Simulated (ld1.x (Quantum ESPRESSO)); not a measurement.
**Logarithmic derivatives: iron, PAW**

ld1.x (Quantum ESPRESSO) 7.5 input, shortened:

```
&input
   title='Fe', zed=26., rel=1, dft='PZ', iswitch=3,
   config='[Ar] 3d6 4s2 4p0'
 /
 &inputp
   pseudotype=3, lpaw=.true., tm=.true., lloc=-1, rcloc=1.75,
   nlcc=.true., new_core_ps=.true., rcore=0.90,
   which_augfun='PSQ', rmatch_augfun=1.55
 /
6
4S  1  0   2.00   0.00  2.05  2.25  0.0
4S  1  0   0.00  -0.10  2.05  2.25  0.0
4P  2  1   0.00   0.00  2.20  2.40  0.0
4P  2  1   0.00   0.75  2.20  2.40  0.0
3D  3  2   6.00   0.00  1.60  1.90  0.0
3D  3  2   0.00  -0.20  1.60  1.90  0.0
 &test
   configts(1)='3d6 4s2 4p0'
 /
```

The phase is arctan(r·u′/u) with u = r·R(r), unwrapped; energies in Ry, scanned from -3 to 5 Ry. A pole is an energy at which the radial function vanishes at the test radius. The pseudo phase is shifted by a multiple of π to meet the all-electron one at the reference energy, and phase errors are pseudo minus all-electron; the curves can meet again beyond the range given. Levels narrower than the energy grid can be missing from the lists of poles.

Problem. For each channel, where are the poles, and over which energies does the pseudopotential scatter like the atom?

Solution.

```json
{"channel": "s", "radius (bohr)": "2.61", "reference energy (Ry)": "-0.40", "poles, all-electron": "1.45", "poles, pseudo": "1.43, 2.40", "unbroken range about the reference energy with phases within 0.05 rad": "below 2.2", "phase error 1 Ry above the reference energy (rad)": "-0.000"}
{"channel": "p", "radius (bohr)": "2.61", "reference energy (Ry)": "-0.11", "poles, all-electron": "2.43", "poles, pseudo": "2.38, 4.53", "unbroken range about the reference energy with phases within 0.05 rad": "below 3.3", "phase error 1 Ry above the reference energy (rad)": "-0.000"}
{"channel": "d", "radius (bohr)": "2.61", "reference energy (Ry)": "-0.57", "poles, all-electron": "-0.45, 4.12", "poles, pseudo": "-0.45, 4.24", "unbroken range about the reference energy with phases within 0.05 rad": "the whole range", "phase error 1 Ry above the reference energy (rad)": "-0.000"}
```

Phases in the s channel:

```tsv
E (Ry)	all-electron	pseudo
-3.00	1.306	1.306
-2.52	1.269	1.269
-2.04	1.213	1.212
-1.56	1.115	1.115
-1.08	0.901	0.901
-0.60	0.245	0.245
-0.12	-0.878	-0.878
0.36	-1.305	-1.305
0.84	-1.466	-1.466
1.32	-1.553	-1.555
1.80	-1.614	-1.620
2.28	-1.665	-1.784
2.76	-1.717	-4.830
3.24	-1.779	-4.894
3.72	-1.868	-4.971
4.20	-2.027	-5.095
4.68	-2.412	-5.361
```
